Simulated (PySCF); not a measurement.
Computed shifts of a molecule C3H5BO2, PySCF with PBE/pcSseg-1, GIAO, gas phase, atoms alike by connectivity averaged where their shifts nearly agree, in ppm (number of nuclei): ¹³C: 243.7 (1), 156.7 (1), 141.2 (1). ¹H: 11.84 (1), 7.55 (1), 7.22 (1), 7.21 (1), 7.05 (1). References: ¹³C against TMS (σ = 182.0 ppm); ¹¹B against BF3 (σ = 83.9 ppm); ¹⁷O against H2O (σ = 334.3 ppm); ¹H against TMS (σ = 31.49 ppm), references at their B3LYP-D3(BJ)/def2-TZVP geometries, non-relativistic. Coordinates come from a B3LYP-D3(BJ)/def2-SVP optimisation. One conformer was computed; it need not be the lowest.

Question: Identify the compound among the candidates.
A) C=C1OB(C)O1
B) O=C1CB(O)C1
C) O=CB1COC1
D) C=CB(O)C=O

Answer: D, C=CB(O)C=O
